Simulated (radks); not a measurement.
Isoelectronic series with 18 electrons, all held in the configuration [Ar], which need not be the ground one along the series. All-electron calculation, Dirac Kohn-Sham, LDA (Slater exchange, Perdew-Wang correlation), spin-unpolarised, spherical densities, finite nucleus; Fermi nuclear charge, rms radius of each element as measured or else 0.836 A^(1/3) + 0.57 fm. Program: a radial shooting solver on a logarithmic mesh with Libxc functionals. Total energies (hartree) and mean radii <r> (bohr) (* marks an orbital that is empty in some or all of the ions):

ion	E (hartree)	3d5/2*	3d3/2*	3p3/2	3p1/2	3s1/2
As15+	-2148.44862	0.4861	0.4843	0.5278	0.5214	0.5317
Sr20+	-2946.82981	0.3916	0.3896	0.4336	0.4267	0.4400
Tc25+	-3878.97214	0.3285	0.3263	0.3680	0.3606	0.3746
Cd30+	-4948.69080	0.2832	0.2807	0.3195	0.3115	0.3255
I35+	-6160.57184	0.2489	0.2462	0.2822	0.2735	0.2870
Ce40+	-7520.0846	0.2221	0.2191	0.2525	0.2431	0.2561
Eu45+	-9033.7127	0.2004	0.1973	0.2282	0.2181	0.2306
Er50+	-10709.2488	0.1826	0.1792	0.2081	0.1972	0.2091
Ta55+	-12555.9759	0.1677	0.1641	0.1911	0.1794	0.1907
Pt60+	-14585.0596	0.1550	0.1511	0.1765	0.1639	0.1747
